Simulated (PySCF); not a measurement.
# What builds the first ionisation energy along group 11

All values are computed (PySCF 2.14, energy differences of UHF-based or UKS calculations, no spin-orbit coupling). Each column adds one step, in eV (sums use unrounded values): valence MP2, valence CCSD, valence triples, then the next inner shell at CCSD(T) (Cu 3s 3p, Ag 4s 4p, Au 5s 5p). References (NIST) marked * lie between the lowest fine-structure levels; the others compare directly ((s) semi-empirical, (t) theoretical).

```tsv
element	UHF	+ MP2	+ CCSD	+ (T)	+ inner shell	sum	reference
Cu [Ar] 3d10 4s1 → [Ar] 3d10 (ANO-RCC-VTZP, spin-free X2C)	6.605	0.963	-0.136	0.117	0.041	7.590	7.726
Ag [Kr] 4d10 5s1 → [Kr] 4d10 (ANO-RCC-VTZP, spin-free X2C)	6.374	1.069	-0.099	0.075	0.080	7.499	7.576
Au [Xe] 4f14 5d10 6s1 → [Xe] 4f14 5d10 (ANO-RCC-VTZP, spin-free X2C)	7.680	1.465	-0.235	0.107	0.096	9.113	9.226
```

What remains against the references is mostly basis incompleteness.

These are valence bases, so the inner-shell step is incomplete.
